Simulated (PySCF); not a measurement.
## Electronic absorption of C3H4F5NSi

Compound: C3H4F5NSi.
InChI=1S/C3H4F5NSi/c4-2(5,1-9-10)3(6,7)8/h1H,10H3/b9-1-

Theory: TDDFT CAM-B3LYP/def2-SVPD, vertical, gas phase, core orbitals frozen in the response in PySCF 2.14.0, density-fitted response routines. Geometry: PBE0-D3(BJ)/def2-SVP, one conformer, isolated molecule. Torsions of this conformer, `[F:1][C:2]([F:3])([F:4])[C:5]([F:6])([F:7])/[CH:8]=[N:9]\[SiH3:10]`: F1–C2–C5–F6 177°, C2–C5–C8–N9 88°.

```tsv
state	E (eV)	λ (nm)	f	main configurations (H = HOMO, L = LUMO)
S1	3.81	325.7	0.0008	H→L (96%)
S2	7.05	175.8	0.0080	H→L+1 (59%), H→L+2 (29%)
S3	7.33	169.1	0.297	H-1→L (91%)
S4	7.46	166.1	0.0072	H-2→L (93%)
S5	7.67	161.6	0.167	H→L+2 (59%), H→L+1 (25%)
S6	8.08	153.5	0.0064	H→L+4 (73%), H→L+5 (11%), H→L+8 (9%)
```

The lowest singlet comes at 326 nm (367 kJ/mol) in the ultraviolet; it is very weak; its leading configuration is HOMO→LUMO (96%). The most intense listed level is S3 at 7.33 eV (169 nm, f = 0.297), 3.52 eV above S1. Löwdin shares by element: HOMO nitrogen 53%, carbon 12% or more, silicon 11%, hydrogen 7% or more (atoms not listed hold the other 17%); LUMO carbon 41% or more, nitrogen 33%, silicon 6% (atoms not listed hold the other 19%). The listed states span 4.27 eV, and the widest gap between neighbours is 3.25 eV (S1 to S2). Weighted by f, the mean energy of these states is 7.45 eV. The oscillator strengths of these states sum to 0.486; summed over the whole spectrum of an exact calculation they would give the number of electrons, 88 (Thomas–Reiche–Kuhn). The window holds the lowest 6 singlets.

Cost: about 2.6 min of CPU time on one thread; the machine was shared, so the figure is rough.
